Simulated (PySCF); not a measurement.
C4H9Al. Atoms are numbered in the order given.

```xyz
14

Al     0.5181     0.6085     0.0000
C     -1.1781    -0.0273     1.2585
C     -1.2128    -0.6776     0.0000
C     -1.1781    -0.0273    -1.2585
H     -1.0826    -0.6326     2.1712
H     -1.6542     0.9609     1.3779
H     -0.9187    -1.7455     0.0000
H     -1.6542     0.9609    -1.3779
H     -1.0826    -0.6326    -2.1712
H      0.3903     2.1990     0.0000
C      2.1808    -0.4435     0.0000
H      2.8020    -0.2146    -0.8916
H      2.8020    -0.2146     0.8916
H      1.9917    -1.5370     0.0000
```
Charge 0, spin multiplicity 1.

Coordinates come from a PBE-D3(BJ)/def2-SVP optimisation. The structure was generated by enumeration; whether it is a known compound was not checked. Other conformers were not sampled.

Level of theory: PBE-D3(BJ)/def2-SVP run with PySCF.

Frequencies are harmonic and unscaled.

Computed normal modes with their intensities:
```
mode  ν (cm⁻¹)  IR (km/mol)  moving atoms (share of kinetic energy)
----  --------  -----------  --------------------------------------
1           51          0.0                 H 43 %, C 30 %, Al 28 %
2           91          0.1                  H 70 %, C 21 %, Al 8 %
3          138          0.4                 C 54 %, H 34 %, Al 12 %
4          165          1.9                 C 45 %, H 29 %, Al 26 %
5          349          7.1                          C 55 %, H 38 %
6          431         12.7                 C 38 %, Al 36 %, H 26 %
7          435         15.4                          H 55 %, C 42 %
8          470          1.9                          H 87 %, C 13 %
9          559         22.1                          H 86 %, C 11 %
10         630         56.3                 C 43 %, Al 35 %, H 23 %
11         631          4.3                          H 83 %, C 16 %
12         678          4.7                                  H 93 %
13         719        117.0                          H 80 %, C 14 %
14         762         34.3                          H 58 %, C 35 %
15         772         99.5                          H 77 %, C 19 %
16         825        128.9                          H 79 %, C 20 %
17         894          0.0                          H 89 %, C 11 %
18         996          9.7                          H 63 %, C 37 %
19        1012         10.8                          H 64 %, C 36 %
20        1169         14.4                          H 80 %, C 20 %
21        1201          2.9                          C 57 %, H 43 %
22        1232         22.2                          H 81 %, C 19 %
23        1354          0.0                          H 87 %, C 13 %
24        1378          2.3                                  H 95 %
25        1383          1.6                                  H 96 %
26        1427          4.7                          H 75 %, C 25 %
27        1524         93.5                          C 79 %, H 21 %
28        1878        144.7                                  H 96 %
29        2965          5.1                                  H 97 %
30        3056          1.8                           H 92 %, C 8 %
31        3058          5.4                           H 91 %, C 9 %
32        3064          8.1                           H 91 %, C 9 %
33        3068          1.4                                  H 95 %
34        3072          1.9                                  H 95 %
35        3178          0.9                          H 90 %, C 10 %
36        3179          0.9                          H 90 %, C 10 %
```
